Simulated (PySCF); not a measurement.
Ligands exchanged one at a time, B I-SH. Isolated molecules, 0 K electronic values unless said otherwise. One relaxed conformer stands for each flexible species; it need not be the lowest. Strings in code marks are SMILES.

Method: TPSSh-D3(BJ)/def2-TZVP // PBE0-D3(BJ)/def2-TZVP run with PySCF. Excitations are Tamm–Dancoff values on a coarser integration grid. The basis has no diffuse functions, so Rydberg states are missing or too high.

```tsv
species	brightest of the four lowest singlets (TDA) (eV)	S1–T1 gap (TDA) (eV)	S1 excitation (TDA) (eV)	HOMO (eV)	HOMO–LUMO gap (eV)
0 of 3 I replaced by SH (`IB(I)I`)	4.59	…	3.42	-6.80	…
1 of 3 I replaced by SH (`SB(I)I` (H–S–B–I torsion 180°))	5.20	0.14	…	…	4.65
2 of 3 I replaced by SH (`SB(S)I` (H–S–B–I torsion 180°, I–B–S–H torsion -180°))	5.31	0.36	…	-7.08	5.38
3 of 3 I replaced by SH (`SB(S)S`)	5.95	0.62	5.37	-6.92	5.79
```

Task: Some entries are withheld; supply them.

Result: 
- 0 of 3 I replaced by SH (`IB(I)I`), S1–T1 gap (TDA) (eV): 0.15
- 0 of 3 I replaced by SH (`IB(I)I`), HOMO–LUMO gap (eV): 3.92
- 1 of 3 I replaced by SH (`SB(I)I` (H–S–B–I torsion 180°)), S1 excitation (TDA) (eV): 4.14
- 1 of 3 I replaced by SH (`SB(I)I` (H–S–B–I torsion 180°)), HOMO (eV): -6.94
- 2 of 3 I replaced by SH (`SB(S)I` (H–S–B–I torsion 180°, I–B–S–H torsion -180°)), S1 excitation (TDA) (eV): 4.85
